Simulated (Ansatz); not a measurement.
One change: `[SiH3]O[CH](S)[InH2]` becomes `[SiH3]O[CH]([SiH3])[InH2]`.

Ansatz, PBE0-D4/def2-TZVP geometries, multiplicity 1. Each molecule was computed in one conformer, which needn't be the lowest.

Elements past krypton have def2 core potentials.

```json
{"property": "HOMO–LUMO gap (B3LYP/def2-TZVPP) / eV", "`[SiH3]O[CH](S)[InH2]`": "4.77"}
{"property": "HOMO energy (PBE/def2-TZVPP) / eV", "`[SiH3]O[CH](S)[InH2]`": "-5.65"}
{"property": "HOMO energy (PBE0/def2-TZVPP) / eV", "`[SiH3]O[CH](S)[InH2]`": "-6.72"}
{"property": "LUMO energy (PBE/def2-TZVPP) / eV", "`[SiH3]O[CH](S)[InH2]`": "-2.21"}
{"property": "HOMO energy (ωB97M-V/def2-TZVPP) / eV", "`[SiH3]O[CH](S)[InH2]`": "-8.84"}
{"property": "LUMO energy (ωB97M-V/def2-TZVPP) / eV", "`[SiH3]O[CH](S)[InH2]`": "-0.07"}
```

What does the change do to each property? (Estimate.)

The calculation gave: 
| property | `[SiH3]O[CH]([SiH3])[InH2]` | shift |
| --- | --- | --- |
| HOMO–LUMO gap (B3LYP/def2-TZVPP) / eV | 4.83 | 0.06 |
| HOMO energy (PBE/def2-TZVPP) / eV | -5.77 | -0.12 |
| HOMO energy (PBE0/def2-TZVPP) / eV | -6.90 | -0.18 |
| LUMO energy (PBE/def2-TZVPP) / eV | -2.42 | -0.21 |
| HOMO energy (ωB97M-V/def2-TZVPP) / eV | -9.05 | -0.21 |
| LUMO energy (ωB97M-V/def2-TZVPP) / eV | -0.05 | 0.02 |

B3LYP here is the variant with VWN-RPA as its local correlation; programs differ in this.
